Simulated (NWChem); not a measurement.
**Basis-set convergence for ClGa**

```xyz
2

Ga     0.0000     0.0000    -0.7912
Cl     0.0000     0.0000     1.4428
```
Charge 0, spin multiplicity 1.

All runs are NWChem calculations. All single points use one geometry, from PBE/def2-SVP, a minimum by its harmonic frequencies.

Quantity: LUMO energy at the level PBE.

The Hamiltonian is non-relativistic. The structure started from a generated list of species.

```json
[
 {"basis": "cc-pVDZ", "functions": "45", "LUMO energy (eV)": "[?]"},
 {"basis": "pcseg-1", "functions": "45", "LUMO energy (eV)": "-2.51"},
 {"basis": "def2-SVP", "functions": "50", "LUMO energy (eV)": "[?]"},
 {"basis": "aug-cc-pVDZ", "functions": "63", "LUMO energy (eV)": "-2.48"},
 {"basis": "aug-pcseg-1", "functions": "63", "LUMO energy (eV)": "-2.52"},
 {"basis": "def2-TZVP", "functions": "85", "LUMO energy (eV)": "-2.41"},
 {"basis": "def2-TZVPP", "functions": "90", "LUMO energy (eV)": "-2.41"},
 {"basis": "def2-TZVPD", "functions": "100", "LUMO energy (eV)": "[?]"},
 {"basis": "aug-cc-pVTZ", "functions": "109", "LUMO energy (eV)": "-2.48"}
]
```

Question: Some entries are withheld; supply them.

Answer: 
- cc-pVDZ, LUMO energy (eV): -2.37
- def2-SVP, LUMO energy (eV): -2.31
- def2-TZVPD, LUMO energy (eV): -2.46
